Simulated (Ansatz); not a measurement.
Calculation: frozen-core CCSD(T)/def2-TZVPP // B3LYP-D3(BJ)/def2-TZVP (Ansatz, a program for electronic structure).

Ansatz 0.2 input:
```yaml
crystal:
  periodic: [false, false, false]
  atoms:
    - { symbol: Si, position_ang: [1.203442, -0.071272, 0.085373] }
    - { symbol: Si, position_ang: [-1.137724, -0.0124, 0.05293] }
    - { symbol: Cl, position_ang: [-1.754155, 1.012579, -1.64663] }
    - { symbol: H, position_ang: [1.664581, -0.79988, 1.292833] }
    - { symbol: H, position_ang: [1.700577, -0.766273, -1.124551] }
    - { symbol: H, position_ang: [1.735624, 1.310744, 0.115382] }
    - { symbol: H, position_ang: [-1.723611, -1.370299, -0.004661] }
    - { symbol: H, position_ang: [-1.688731, 0.696801, 1.229323] }
basis:
  gaussian: { orbitals: def2-TZVPP }
correlation:
  method: ccsd_t
```

Output:

```
Functional definition: HF
1111 factors; integrals over basis functions are off by at most 9.8e-4 eV
mean field evaluation 1: about -28307.8627 eV, gradient 1.6e1 eV
mean field evaluation 2: about -28308.0581 eV, gradient 1.6e1 eV
mean field evaluation 4: about -28309.4548 eV, gradient 2.6e0 eV
mean field evaluation 8: about -28309.4813 eV, gradient 9.8e-2 eV
mean field evaluation 16: about -28309.0373 eV, gradient 6.0e0 eV
mean field -28309.48136310 eV, -1040.3542512383 hartree, gradient 5.1e-6 eV, S^2 0.000000; 0 other end points of the search recorded, 0 dependent functions left out
15 core orbitals not correlated
reference -28309.48136310 eV, -1040.3542512383 hartree; 10, 10 occupied and 171, 171 virtual orbitals, 1111 factors
second order -12.04453970 eV of doubles, -0.00000000 eV of singles
cycle   1  -13.17646448 eV  change    -1.1e0 eV  update   8.1e-2
cycle   2  -13.59921364 eV  change   -4.2e-1 eV  update   2.6e-2
cycle   3  -13.63488719 eV  change   -3.6e-2 eV  update   8.8e-3
cycle   4  -13.62904460 eV  change    5.8e-3 eV  update   2.9e-3
cycle   5  -13.62809046 eV  change    9.5e-4 eV  update   8.4e-4
cycle   6  -13.62801041 eV  change    8.0e-5 eV  update   2.6e-4
cycle   7  -13.62800431 eV  change    6.1e-6 eV  update   7.0e-5
cycle   8  -13.62802879 eV  change   -2.4e-5 eV  update   2.4e-5
cycle   9  -13.62803333 eV  change   -4.5e-6 eV  update   8.5e-6
perturbative correction -0.50069210 eV, -0.0184000954 hartree
Total energy: -28323.61008854 eV, -1040.8734723213 hartree
```

Cost: roughly 90 core-seconds.
